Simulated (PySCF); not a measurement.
[FeF6]3-: what the settings change

The complex [FeF6]3- (charge -3) contains Fe(III), shell d5. The structure is a PBE0-D3(BJ)/def2-SVP, IEF-PCM water geometry optimised for multiplicity 6; coordination octahedral, point group Oh, metal–donor distances 1.95 Å.

```
7

Fe    0.0000    0.0000    0.0000
F     1.9517    0.0000    0.0000
F    -1.9517    0.0000    0.0000
F     0.0000    1.9517    0.0000
F     0.0000   -1.9517    0.0000
F     0.0000    0.0000    1.9517
F     0.0000    0.0000   -1.9517
```

Method (PySCF 2.14, density fitting): CASSCF(5,5) with orbitals averaged over all microstates of the shell, strongly contracted NEVPT2 on the averaged canonical orbitals; basis x2c-TZVPall on the metal, x2c-SVPall elsewhere; spin-free X2C; IEF-PCM water; spin-orbit coupling by state interaction with the mean-field operator over all roots.

Base run: NEVPT2 ground state 6A1g, next 4T1g at 20040, then 2T2g at 25033 cm⁻¹, 10Dq(CASSCF) 10774, B(CASSCF) 1192, ζ 442 cm⁻¹, g 2.002 2.002 2.002, μeff(300 K) 5.92 μB.

Question: What happens with the basis x2c-TZVPall on all atoms?

Answer: NEVPT2 ground state 6A1g, next 4T1g at 20342, then 2T2g at 25687 cm⁻¹, 10Dq(CASSCF) 10578, B(CASSCF) 1191, ζ 441 cm⁻¹, g 2.002 2.002 2.002, μeff(300 K) 5.92 μB. It took 20 s against 9.8 s on a shared host of the same kind.

Question: What happens with orbitals averaged over the highest spin alone?

Answer: NEVPT2 ground state 6A1g, next 4T1g at 21772, then 2T2g at 28172 cm⁻¹, 10Dq(CASSCF) 10589, B(CASSCF) 1246, ζ 460 cm⁻¹, g 2.002 2.002 2.002, μeff(300 K) 5.92 μB.

No frequencies were computed for the optimised geometry. NEVPT2 on the d shell alone tends to put d–d bands too high for such charged or covalently bound ions.
